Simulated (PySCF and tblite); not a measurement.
The numbers below are computed, except where a source is named.
System: C₇H₁₅ (charge +1), numbered as in [CH3:1][C+:2]([CH3:3])[C:4]([CH3:5])([CH3:6])[CH3:7].

Geometries: PBE0-D3(BJ)/def2-SVP; energies: PBE0/pcSseg-1 + D3(BJ); zero-point and thermal terms from GFN2-xTB harmonic modes (soft modes blended into free rotors). Rate constants are transition-state-theory values, counting equivalent paths, without tunnelling. (PySCF 2.14 with density fitting, tblite 0.8.)

The ion is treated without a counter-ion.

**Question.** How high is the barrier to the shift of H on C1 from C1 to C2, through which structure does it pass, and what rate follows at 298 K?

**Answer.** The electronic barrier is 33.4 kcal/mol and ΔG‡(298 K) 33.1 kcal/mol, over a C1 saddle with an imaginary mode of 424i cm⁻¹ (GFN2-xTB). With 1 equivalent path, k is 3.6×10⁻¹² s⁻¹, a mean lifetime of the start of 8700 years against this motion. The end lies 13.7 kcal/mol above the start in free energy.
